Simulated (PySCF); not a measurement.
Two species compared at the same levels of theory.

First species: C7H4N4.
InChI=1S/C7H4N4/c8-5-6-7-3-1-2-4-11(7)10-9-6/h1-4H

Second species: C6H9F3Si.
SMILES: `C[C@@H]1[SiH2]C[C@@H]1C(F)=C(F)F`

Levels: PBE0/pcSseg-1 for dipole moment, HOMO energy, LUMO energy and HOMO–LUMO gap; GFN2-xTB for rotational constant A and rotational constant C. Geometries: GFN2-xTB. All species are isolated and taken at one optimised geometry, non-relativistic unless stated. Electronic properties by PySCF.

Dipoles, sizes and rotational constants follow the conformer. The torsions of the flexible species, by atom-mapped SMILES:
- `[CH3:1][C@@H:2]1[SiH2:3][CH2:4][C@@H:5]1[C:6]([F:7])=[C:8]([F:9])[F:10]`: C4–C5–C6–F7 -46°

| property | column X | column Y |
| --- | --- | --- |
| dipole moment | 1.99 D | 7.59 D |
| HOMO energy | -7.17 eV | -7.21 eV |
| LUMO energy | 0.05 eV | -2.21 eV |
| HOMO–LUMO gap | 7.22 eV | 5.00 eV |
| rotational constant A | 2.060 GHz | 2.475 GHz |
| rotational constant C | 0.673 GHz | 0.699 GHz |

Question: Which column belongs to which species?

Answer: Column X is the second species and column Y the first. The first has 15 atoms and 74 electrons, the second 19 and 86.

Question: How does each property change from the first species to the second?

Answer: dipole moment -5.60 D; HOMO energy +0.04 eV; LUMO energy +2.26 eV; HOMO–LUMO gap +2.22 eV; rotational constant A -0.415 GHz; rotational constant C -0.026 GHz.

On the first: The dipole equals about 25.3 × 10⁻³⁰ C·m (1 D = 3.33564 × 10⁻³⁰ C·m). A dipole of 7.59 D is allowed in Cs, and pure rotational transitions are dipole-allowed.

On the second: The dipole matches unit charges of opposite sign 0.41 Å apart (1 e·Å = 4.8032 D).
